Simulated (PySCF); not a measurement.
Cl5Ta, SMILES [Cl][Ta+]([Cl])([Cl])([Cl])[Cl] (connectivity only; charge and spin as stated), charge +1, multiplicity 2.

Geometry: B3LYP-D3(BJ)/def2-SVP. The spin state was assumed, not searched. The def2 effective core potentials stand for the cores of Ta; spin–orbit coupling is left out.

Computed with PySCF 2.14.0 with TDA-PBE0/def2-SVPD.

Vertical excitations. Gas-phase values at a fixed geometry.

**Question.** Estimate the UV-visible absorptions. (Estimate from the structure and the level; the computed values follow.)

**Answer.** 
```csv
state,energy (eV),λ (nm),f,main pairs
root 1,1.35,921,0.000,β HOMO→LUMO 85 %
root 2,2.20,564,0.001,β HOMO−1→LUMO 80 %
root 3,2.28,543,0.000,"β HOMO−3→LUMO 35 %, β HOMO−2→LUMO 28 %, β HOMO−6→LUMO 24 %, β HOMO→LUMO 8 %"
root 4,2.62,472,0.028,β HOMO−4→LUMO 72 %
root 5,2.70,459,0.001,"β HOMO−2→LUMO 60 %, β HOMO−3→LUMO 27 %"
root 6,3.29,377,0.000,"β HOMO−6→LUMO 58 %, β HOMO−3→LUMO 35 %"
root 7,3.36,369,0.005,β HOMO−5→LUMO 79 %
root 8,3.60,345,0.012,β HOMO−7→LUMO 80 %
root 9,3.94,315,0.000,"α HOMO−1→LUMO 23 %, α HOMO→LUMO+1 21 %, α HOMO−2→LUMO+1 5 %, β HOMO−2→LUMO+1 18 %, β HOMO−1→LUMO+2 14 %, β HOMO→LUMO+1 13 %"
root 10,3.99,311,0.000,"α HOMO→LUMO 40 %, α HOMO−1→LUMO+1 11 %, α HOMO−2→LUMO 7 %, β HOMO−1→LUMO+1 24 %, β HOMO−2→LUMO+2 7 %"
```
Unrestricted roots are not spin-pure.
